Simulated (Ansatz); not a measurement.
PBE exchange is replaced step by step with exact exchange (0 % is PBE, 25 % PBE0; no dispersion term), basis def2-SVP, Ansatz. System: W₆S₁₅, a cluster. Total charge 0; singlet. Geometry: PBE-D4/def2-SVP, each spin state at its own.

The relaxed triplet has other bonds than the singlet, so its gap is one between isomers.

Geometry of the singlet:

```xyz
21

W    -0.141    1.860   -2.905
W    -1.372   -0.171   -0.998
W    -2.592   -2.131    0.812
W     1.253    1.067   -0.448
W     0.120   -0.896    1.446
W     2.732    0.271    2.092
S     0.736   -0.266   -2.445
S    -0.844    2.316   -0.715
S    -1.845    1.788   -4.354
S     1.480    3.184   -3.400
S    -0.636   -2.447   -0.443
S    -2.217    0.135    1.287
S    -2.776    0.080   -2.655
S    -2.637   -3.396    2.659
S    -4.289   -2.291   -0.498
S     2.271   -1.160    0.293
S     0.690    1.422    2.023
S     3.126    2.195   -0.421
S    -0.349   -2.275    3.077
S     2.808   -0.893    3.899
S     4.483    1.609    1.695
```

In the def2 sets W takes a core potential; there is no spin–orbit coupling. Single mean-field runs in def2-SVP are fitted with def2-universal-jkfit. The restricted singlet is unstable towards broken spin symmetry in Hartree–Fock (as tested in another run); at PBE with 5 % exact exchange/def2-SVP, PBE with 10 % exact exchange/def2-SVP, PBE with 15 % exact exchange/def2-SVP, PBE with 35 % exact exchange/def2-SVP and others this wasn't settled. At PBE with 50 % exact exchange/def2-SVP the charge 0 triplet is spin-contaminated (final ⟨S²⟩ up to 2.18, 2.00 for a pure state).

| exact exchange (%) | HOMO (eV) | LUMO (eV) | gap (eV) | triplet − singlet (kJ/mol) |
| --- | --- | --- | --- | --- |
| 5 | -6.08 | -5.01 | 1.07 | 2.4 |
| 10 | -6.26 | -4.98 | 1.28 | -2.9 |
| 15 | -6.44 | -4.94 | 1.50 | -8.4 |
| 35 | -7.16 | -4.75 | 2.41 | -32.9 |
| 50 | -7.71 | -4.58 | 3.12 | -53.7 |
